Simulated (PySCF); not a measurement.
C4H7FO.

```xyz
13

C      1.9081     0.6790     0.0235
O      1.0500    -0.4503     0.0703
C     -0.2669    -0.1646    -0.1225
F     -0.5292     0.2512    -1.4056
C     -1.1030     0.4505     0.9516
C     -1.2831    -1.0168     0.5329
H      1.6394     1.4193     0.7990
H      2.9280     0.3163     0.2078
H      1.8688     1.1691    -0.9632
H     -1.8778     1.1599     0.6501
H     -0.6301     0.6480     1.9173
H     -0.9231    -1.7919     1.2136
H     -2.1722    -1.2676    -0.0505
```
Charge 0, spin multiplicity 1.

Coordinates come from a B3LYP-D3(BJ)/def2-SVP optimisation. The values are those of a single conformer.

Method: PBE/pcSseg-1 (PySCF). Non-relativistic, no solvent.

Q: Give the absolute GIAO shielding of each atom: isotropic value and principal components (ppm). (The exact figures need the calculation; the answer reports its results.)

A: 
```tsv
atom	σ(iso)	σ11	σ22	σ33	span
C1	123.5	89.9	101.8	178.9	89.0
O2	247.3	159.2	269.2	313.4	154.2
C3	70.8	44.9	49.0	118.4	73.5
F4	326.4	204.5	360.1	414.6	210.1
C5	166.9	139.2	162.7	198.8	59.6
C6	164.1	138.0	162.1	192.2	54.3
H7	27.9	24.2	26.3	33.3	9.1
H8	27.7	24.0	25.5	33.7	9.7
H9	27.4	23.3	25.5	33.3	10.0
H10	30.2	25.6	27.2	37.8	12.2
H11	30.3	26.0	27.4	37.4	11.4
H12	30.2	25.3	27.7	37.6	12.3
H13	30.0	25.4	27.3	37.5	12.1
```
